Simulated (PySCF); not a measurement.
Constitutional and geometric isomers with formula C2H8Si2. Gas-phase values, no solvent. One relaxed conformer stands for each flexible species; it need not be the lowest. Strings in code marks are SMILES.

Calculation: PySCF with PBE-D3(BJ)/def2-TZVP // B3LYP-D3(BJ)/def2-TZVP. 

| species | HOMO (eV) | dipole moment (D) | HOMO–LUMO gap (eV) |
|---|---|---|---|
| `[SiH](=[SiH2])CC` (C–C–Si–Si torsion 20°) | -4.98 | – | 2.52 |
| `[C@@H]1([SiH3])C[SiH2]1` | -5.98 | 1.00 | 5.19 |
| `C=[Si](C)[SiH3]` | -5.35 | 1.37 | 3.42 |
| `[SiH3]/C=C/[SiH3]` | -6.95 | 0.00 | 4.99 |
| `[SiH3]/C=C\[SiH3]` | -6.90 | 0.83 | 4.82 |
| `C/[SiH]=C\[SiH3]` | -5.57 | 2.32 | 3.63 |
